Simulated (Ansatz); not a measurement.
H2Cl2Si, charge +1, doublet, at a GFN2-xTB geometry (a state made from the parent by changing its charge; the spin is typed, not shown lowest); Ansatz (a program for electronic structure) with PBE0/def2-TZVP.

Ansatz was given this input:
Ansatz 0.2 input:
```yaml
crystal:
  periodic: [false, false, false]
  atoms:
    - {symbol: Si, position_ang: [-0.02575223, -0.64981803, 0.02847438]}
    - {symbol: Cl, position_ang: [1.71995071, 0.29695952, 0.03104826]}
    - {symbol: Cl, position_ang: [-1.69121941, 0.42803083, -0.06281662]}
    - {symbol: H, position_ang: [-0.09310054, -1.56301606, 1.20082412]}
    - {symbol: H, position_ang: [-0.03480039, -1.66436741, -1.05940340]}
basis:
  gaussian:
    orbitals: def2-TZVP
hamiltonian:
  xc: pbe0
total_charge: 1
magnetization: {spin_polarized: true, initial_magnetization: 1}
```

Question: Predict the main parts of the log of this Ansatz run.

Answer: 
```
Functional definition: PBE0
892 factors; their error is unknown
mean field evaluation 1: about -32934.9225 eV, gradient 1.8e1 eV
mean field evaluation 2: about -32935.0410 eV, gradient 1.7e1 eV
mean field evaluation 4: about -32936.3253 eV, gradient 1.1e0 eV
mean field evaluation 8: about -32936.3338 eV, gradient 5.3e-2 eV
mean field evaluation 16: about -32936.4416 eV, gradient 1.5e-4 eV
mean field -32936.44162833 eV, -1210.3919047190 hartree, gradient 1.8e-5 eV, S^2 0.759125; 3 other end points of the search recorded, 0 dependent functions left out
reference -32936.44165307 eV, -1210.3919056284 hartree; 25, 24 occupied and 98, 99 virtual orbitals, 892 factors
Total energy: -32936.44165307 eV, -1210.3919056284 hartree
```
